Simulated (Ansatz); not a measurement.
Geometry optimisation, RKS PBE0-D4/6-31G* in Ansatz 0.2.0.

input.yaml

```yaml
crystal:
  periodic: [false, false, false]
  atoms:
    - { symbol: C, position_ang: [-1.2054, -0.0702, 0.8886] }
    - { symbol: C, position_ang: [0.0931, 0.3704, 0.2747] }
    - { symbol: Al, position_ang: [1.5479, -0.6345, 1.1746] }
    - { symbol: C, position_ang: [0.2093, 0.1333, -1.2403] }
    - { symbol: O, position_ang: [-0.8096, 0.9226, -1.8988] }
    - { symbol: H, position_ang: [-1.4577, -1.0885, 0.7043] }
    - { symbol: H, position_ang: [-1.2334, 0.1759, 1.9737] }
    - { symbol: H, position_ang: [-2.0322, 0.5877, 0.4108] }
    - { symbol: H, position_ang: [0.2784, 1.4702, 0.5119] }
    - { symbol: H, position_ang: [3.1, -0.3726, 0.7894] }
    - { symbol: H, position_ang: [1.2253, -1.7034, 2.3454] }
    - { symbol: H, position_ang: [-0.0561, -0.9421, -1.4331] }
    - { symbol: H, position_ang: [-1.01514, 1.60684, -1.21347] }
    - { symbol: H, position_ang: [-0.7719, 0.7251, -2.83] }
basis:
  gaussian: { orbitals: "6-31G*" }
hamiltonian:
  xc: pbe0
  dispersion: d4
relax:
  f_tol: 0.02
  max_steps: 50
output:
  orbitals: {}
```

Command:

```bash
$ ansatz run input.yaml --threads 2 --pin off --max-ram 3072MiB --backend cpu --events-out ev --progress --plain --runs-dir out
```

Q: Where does it end, and by what steps?

A: The forces met the threshold. After 44 steps the energy has fallen by 5.797 eV; H11 moved furthest, 3.69 Å. Parted: C2–Al3, C4–O5. Joined: Al3–C4, Al3–O5.

| step | energy less start (eV) | largest force component (eV/Å) | accepted |
| --- | --- | --- | --- |
| 0 | 0.0000 | 3.831 | yes |
| 2 | -1.4397 | 2.330 | yes |
| 4 | -2.2999 | 2.027 | yes |
| 6 | -3.4680 | 1.927 | yes |
| 8 | -4.0481 | 2.488 | yes |
| 10 | -4.3999 | 0.592 | yes |
| 12 | -4.6050 | 1.258 | yes |
| 14 | -4.7480 | 0.520 | yes |
| 16 | -4.8354 | 0.976 | yes |
| 18 | -4.8572 | 1.163 | yes |
| 20 | -4.9289 | 0.263 | yes |
| 22 | -4.9400 | 0.388 | yes |
| 24 | -4.9538 | 0.844 | yes |
| 26 | -4.9613 | 0.145 | yes |
| 28 | -4.9727 | 0.428 | yes |
| 30 | -4.9807 | 0.713 | yes |
| 32 | -5.0574 | 0.514 | yes |
| 34 | -5.2215 | 0.440 | yes |
| 36 | -5.5051 | 0.371 | yes |
| 38 | -5.6854 | 0.996 | yes |
| 40 | -5.7725 | 0.575 | yes |
| 42 | -5.7959 | 0.056 | yes |
| 44 | -5.7973 | 0.010 | yes |

```xyz
14
Properties=species:S:1:pos:R:3
C -2.198 0.332 1.324
C -0.767 0.370 0.885
Al 1.772 -0.373 -0.333
C -0.092 -0.620 0.270
O 1.177 0.685 -1.990
H -2.673 -0.618 1.059
H -2.278 0.465 2.411
H -2.779 1.147 0.871
H -0.241 1.300 1.127
H 2.642 0.704 0.470
H 2.491 -1.582 -1.115
H -0.673 -1.530 0.080
H 0.222 0.761 -1.813
H 1.270 0.140 -2.786
```

Time of the run: 110 s on 2 threads of Arm Neoverse V2, on a shared host, peak memory 0.21 GiB.
